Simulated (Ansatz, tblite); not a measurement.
Cost and result up the ladder for BCl2(CN) (BCNCl2) (5 atoms). Charge 0, multiplicity 1. Geometry: r2SCAN-D4/def2-SVP.

```
atom   x (Å)   y (Å)   z (Å)
  B1   0.285  -0.422   0.006
 Cl2  -0.495  -1.968   0.164
 Cl3   2.013  -0.279  -0.135
  C4  -0.575   0.852  -0.012
  N5  -1.227   1.817  -0.024
```

Ansatz on 4 threads of Arm Neoverse V1 on a shared host; xTB runs through tblite on one thread. Times are rough, summed over both states, and most runs start from the orbitals of an earlier one. No level here is sound enough to serve as a yardstick. The other state is a triplet.

The xTB rows come from tblite.

xTB has no spin-polarisation term.

```
              level  functions  vertical triplet (eV)
   PBE-D4/def2-TZVP        167                   4.36
r2SCAN-D4/def2-TZVP        167                   4.46
           GFN2-xTB         30                   3.26
           GFN1-xTB         30                   4.13
```

**Question.** Estimate how long each takes.

**Answer.** GFN1-xTB 0.008 s; GFN2-xTB 0.008 s; PBE-D4/def2-TZVP 4.7 s; r2SCAN-D4/def2-TZVP 16 s. On shared hardware such times vary by a factor of up to 3.
